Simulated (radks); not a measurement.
Results of a calculation; reference values are marked as such.
Species: Hg3+. Configuration: [Xe] 4f14 5d9. Level of theory: scalar-relativistic Kohn-Sham, PBE, spin-polarised, spherical densities, point nucleus; open shells are filled with parallel spins first (spin-orbit coupling, left out, can overturn this in heavy ions) (a radial shooting solver on a logarithmic mesh with Libxc functionals).

Unscreened Slater integrals over Kohn-Sham orbitals (hartree). They are taken over the spin-up orbitals.

\begin{tabular}{lr}
integral & value \\ \hline
F0(5d,5d) & 0.65276 \\
F2(5d,5d) & 0.34132 \\
F4(5d,5d) & 0.22723 \\
F0(5d,5p) & 0.73642 \\
F2(5d,5p) & 0.36871 \\
G1(5d,5p) & 0.44601 \\
G3(5d,5p) & 0.27699 \\
F0(5d,4f) & 0.84206 \\
F2(5d,4f) & 0.19936 \\
F4(5d,4f) & 0.092970 \\
G1(5d,4f) & 0.062499 \\
G3(5d,4f) & 0.060288 \\
G5(5d,4f) & 0.048651 \\
F0(5p,5p) & 0.86993 \\
F2(5p,5p) & 0.46948 \\
F0(5p,4f) & 1.0728 \\
F2(5p,4f) & 0.33184 \\
G2(5p,4f) & 0.12198 \\
G4(5p,4f) & 0.10445 \\
F0(4f,4f) & 1.8940 \\
F2(4f,4f) & 0.94511 \\
F4(4f,4f) & 0.60285 \\
F6(4f,4f) & 0.43665 \\
\end{tabular}

Derived for the open shells (J is the average intra-shell exchange parameter used in DFT+U). 5d: Racah B = F2/49 - 5 F4/441 = 0.004389 hartree, C = 35 F4/441 = 0.01803 hartree, C/B = 4.11, F4/F2 = 0.666, J = (F2 + F4)/14 = 0.04061 hartree.
